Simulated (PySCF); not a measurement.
A TDDFT job was run through a driver script with this input:

```
{"job": {"kind": "uv", "xc": "B3LYP", "basis": "def2-SVPD", "nstates": 8, "ntriplets": 3}, "charge": 0, "multiplicity": 1}
Al    -1.375263    -0.045389     0.050825
As     1.133549     0.403578    -0.503515
H     -1.669324    -0.668010    -1.358310
H     -1.248003    -1.012506     1.279332
H     -1.677788     1.468811     0.326681
H      1.100394     0.559752     0.984997
H      2.642147     0.386096    -0.477406
H      1.103346    -1.082920    -0.327170
```

Theory: PySCF 2.14.0, density-fitted response routines, TDDFT B3LYP/def2-SVPD, vertical, gas phase, core orbitals frozen in the response. Job line and output are in the format of a driver script around the code.

(1) Give the output without the SCF cycles.

Results:

(1) 
```
converged SCF energy = -2481.5621630900

Static polarisability (au): isotropic 67.450, principal 60.340 60.485 81.525

Singlet excitations
state   eV       nm        f      main configurations
  1   4.7133    263.1   0.02220   H->L 0.98
  2   4.8686    254.7   0.01263   H-1->L 0.99
  3   6.1975    200.1   0.13196   H-2->L 0.91
  4   6.2779    197.5   0.00163   H->L+1 0.97
  5   6.3086    196.5   0.00014   H->L+2 0.98
  6   6.5361    189.7   0.01348   H-1->L+1 0.98
  7   6.5536    189.2   0.00278   H-1->L+2 0.97
  8   7.4723    165.9   0.00995   H->L+3 0.58, H-2->L+1 0.20, H-3->L 0.17

Triplet excitations (Tamm-Dancoff, eV): 4.2352 4.5376 5.2423
```

Isolated species at its GFN2-xTB geometry, gas phase. Relativistic effects, spin–orbit coupling among them, are left out although an element past zinc is present.

H and L stand for HOMO and LUMO.
